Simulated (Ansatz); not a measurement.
Species: GaHBr$_{2}$, charge 0, singlet. GaHBr2 (SMILES [Br][GaH][Br]).
B3LYP-D3(BJ)/def2-TZVP minimum from Ansatz (a first-principles code):
```
Ga
H 1 1.5498
Br 1 2.2919 2 121.98
Br 1 2.2919 2 121.98 3 -180.00
```

Total energies in cc-pVTZ, 18 correlated electrons, 42 frozen orbitals. UHF or UKS for unpaired electrons; spin-orbit terms are left out. Cores are frozen in correlated methods (noble-gas shells, and filled d and f shells in the p block). No relativity. Spin-orbit terms, left out, reach several kcal/mol for Br and I, and more for heavier atoms.

```csv
method,program,energy (Eh),minus CCSDT(Q) (mEh)
HF,Ansatz,-7068.91812,441.86
MP2,Ansatz,-7069.30536,54.62
CCSD,Ansatz,-7069.34154,18.44
CCSD(T),Ansatz,-7069.35820,1.78
CCSDT(Q),Ansatz,-7069.35998,0.00
```

Rough core times of Ansatz's runs on a shared machine: CCSD(T) under 20 s, CCSDT(Q) 20 min.
